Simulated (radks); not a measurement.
All-electron atom: Pd4+ in [Kr] 4d6. All-electron calculation, scalar-relativistic Kohn-Sham, exchange-only r2SCAN, spin-unpolarised, spherical densities, finite nucleus; meta-GGA in the generalised Kohn-Sham scheme; Fermi nuclear charge, rms radius 4.5318 fm. Program: a radial shooting solver on a logarithmic mesh with Libxc functionals. Some entries of the table are withheld. Estimate them.

| orbital | occ. | eigenvalue (hartree) | <r^2> (bohr^2) | r(max) (bohr) |
|---|---|---|---|---|
| 1s | 2 | -892.0675 | 0.001372 | 0.02066 |
| 2s | 2 | (1) | 0.02254 | 0.1167 |
| 2p | 6 | (2) | 0.01777 | 0.09342 |
| 3s | 2 | -25.90743 | 0.1637 | 0.3412 |
| 3p | 6 | -21.39074 | 0.1659 | (3) |
| 3d | 10 | -14.23717 | 0.1524 | 0.2830 |
| 4s | 2 | -5.32539 | (4) | 0.8499 |
| 4p | 6 | -4.00227 | (5) | 0.9035 |
| 4d | 6 | -2.06107 | 1.823 | 1.040 |

Answer. 
(1) 2s eigenvalue (hartree): -132.6302
(2) 2p eigenvalue (hartree): -119.0256
(3) 3p r(max) (bohr): 0.3346
(4) 4s <r^2> (bohr^2): 0.9900
(5) 4p <r^2> (bohr^2): 1.174
